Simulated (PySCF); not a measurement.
Species: InH2(OiPr), C₃H₉InO.
Bonds: In1–O4, O4–C5, C5–C6, C5–C7. Hydrogens: H2, H3 on In1; H8 on C5; H9, H10, H11 on C6; H12, H13, H14 on C7.

The calculation used PySCF 2.14.0, PBE0-D3(BJ)/def2-SVP geometry optimisation, gas phase, def2 core potentials past Kr.

(1) How far are the bound atoms from In1?

(2) List the angles at In1.

(3) What is the shape at In1?

(4) What are the other bond lengths?

(5) Give some angles away from the centre.

(6) What are the rotational constants (commonest isotopes, rigid rotor)?

Results:

(1) 3 atoms: H3 1.715 Å, H2 1.722 Å, O4 2.010 Å. The nearest atom not counted as bound is C5, at 3.06 Å.

(2) 
```csv
angle,degrees,distance of the outer atoms (Å)
H2–In1–H3,132.7,3.15
H2–In1–O4,118.7,3.21
H3–In1–O4,108.7,3.03
```

(3) Planar: angles 132.7°, 118.7° and 108.7°, sum 360.0°, 0.00 Å off the plane of its three neighbours.

(4) O4–C5 1.398 Å; C5–C6, C5–C7 1.524 Å; C5–H8 1.109 Å; C6–H9 and 5 like bonds 1.102 Å.

(5) In1–O4–C5 126.8°, O4–C5–C6 111.9°, C6–C5–C7 111.7°.

(6) A = 5892, B = 1330, C = 1254 MHz: a near-prolate asymmetric top.

Point group: near Cs, missed by 0.08 Å at most; the miss may be what the optimiser left on a soft mode. Charge 0, singlet. Whether it is a minimum is left open (no frequencies).

One conformer stands for the species.
